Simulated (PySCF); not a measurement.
## Property card for `FC(F)(F)c1c[n-]nn1`

Species: C₃HF₃N₃ (charge -1).
SMILES with atom numbers: `[F:1][C:2]([F:3])([F:4])[c:5]1[cH:6][n-:7][n:8][n:9]1` (hydrogens: H10 on C6)

Some functional groups and rings: CF3 group and C–F bond.

**GFN2-xTB geometry**

```yaml
Point_group_of_the_GFN2-xTB_geometry: Cs
Rotational_constants_A_B_C_of_the_GFN2-xTB_geometry: 3.710, 1.207, 1.082 GHz
```

From PBE0/pcSseg-1 ground state and GIAO shieldings, non-relativistic (PySCF):

```yaml
HOMO_energy: -2.34 eV
LUMO_energy: 5.31 eV
HOMO–LUMO_gap: 7.65 eV
Lowest_Hirshfeld_atomic_charge: -0.24 e on N7
Highest_Hirshfeld_atomic_charge: +0.24 e on C2
13C_chemical_shifts_computed_TMS_as_zero_by_class: 140.1 (C2), 137.3 (C5), 134.2 (C6) ppm
1H_chemical_shifts_computed_TMS_as_zero_by_class: 7.52 (H10) ppm
Isotropic_shieldings_of_nuclei_other_than_C_and_H_by_class: -165 (N8), -112 (N9), -105 (N7), 243 (F1/F3/F4) ppm
Mayer_bond_orders_between_heavy_atoms: F1–C2 0.97, C2–F3 0.97, C2–F4 0.97, C2–C5 1.03, C5–C6 1.32, C6–N7 1.47, N7–N8 1.34, N8–N9 1.41, N9–C5 1.37
```

B3LYP/pcJ-1 indirect spin-spin coupling, non-relativistic, gas phase; spin–dipole term left out for some pairs (PySCF):

```yaml
Largest_of_the_computed_one-bond_spin–spin_couplings_means_over_like_bonds: 19F–13C -326.6 (F1–C2 and 2 like it), 13C–1H +185.2 (C6–H10) Hz
```

Monoisotopic mass of the ion (most abundant isotopes, electron mass counted): 136.0128 u.

With B = h/(8π²I), that is 505.379 GHz u Å² over I, the principal moments of inertia are 136.2, 418.6 and 467.2 u Å² (most abundant isotopes); the inertial defect Ic − Ia − Ib is -87.6 u Å² (zero for a rigid planar frame, negative otherwise). The rotational constants make it an asymmetric top with κ = (2B − A − C)/(A − C) = -0.90, nearer the prolate limit (−1).

 NMR classes are plain means over equivalent atoms (diastereotopic ones count apart unless rotation or inversion swaps them), as if these changed places fast; in this geometry the members of some classes differ. No diffuse functions stand in pcJ-1 and pcSseg-1, which bears on an anion's orbital energies.

Shape of the structure used: `[F:1][C:2]([F:3])([F:4])[c:5]1[cH:6][n-:7][n:8][n:9]1`: F1–C2–C5–C6 120°.
